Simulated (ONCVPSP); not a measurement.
# Reading a pseudo-wave (O)

Columns: radius, all-electron u(r) and pseudo u(r) of the 2p shell (level -43.36 eV) of oxygen in the configuration [He] 2s2 2p2; LDA (Perdew-Wang 92), scalar-relativistic, ONCV scheme, ONCVPSP 4.0.1.

| r (bohr) | all-electron | pseudo |
| --- | --- | --- |
| 0.062 | 0.0558 | 0.0258 |
| 0.125 | 0.1793 | 0.1014 |
| 0.188 | 0.3250 | 0.2167 |
| 0.250 | 0.4665 | 0.3552 |
| 0.312 | 0.5941 | 0.5029 |
| 0.375 | 0.7044 | 0.6468 |
| 0.438 | 0.7933 | 0.7723 |
| 0.500 | 0.8603 | 0.8696 |
| 0.562 | 0.9085 | 0.9381 |
| 0.625 | 0.9400 | 0.9790 |
| 0.688 | 0.9563 | 0.9952 |
| 0.750 | 0.9596 | 0.9925 |
| 0.812 | 0.9526 | 0.9767 |
| 0.875 | 0.9367 | 0.9519 |
| 0.938 | 0.9139 | 0.9221 |
| 1.000 | 0.8861 | 0.8897 |
| 1.062 | 0.8543 | 0.8555 |
| 1.125 | 0.8191 | 0.8193 |
| 1.188 | 0.7818 | 0.7818 |
| 1.250 | 0.7440 | 0.7440 |
| 1.312 | 0.7056 | 0.7056 |
| 1.375 | 0.6665 | 0.6665 |
| 1.438 | 0.6278 | 0.6278 |
| 1.500 | 0.5905 | 0.5905 |
| 1.562 | 0.5541 | 0.5541 |
| 1.625 | 0.5184 | 0.5184 |

How many radial nodes do the two functions have?

The all-electron 2p function has n − l − 1 = 0; the pseudo-wave has 0.

At about which radius was the pseudo-wave matched?

1.25 bohr. The columns agree to 0.0005 from 1.12 bohr on; several derivatives are matched, so the curves merge somewhat inside the radius.

Is the pseudo-wave norm-conserving?

Yes: the ONCV scheme keeps the norm inside the radius equal to the all-electron one, which fixes the energy derivative of the logarithmic derivative at the level.
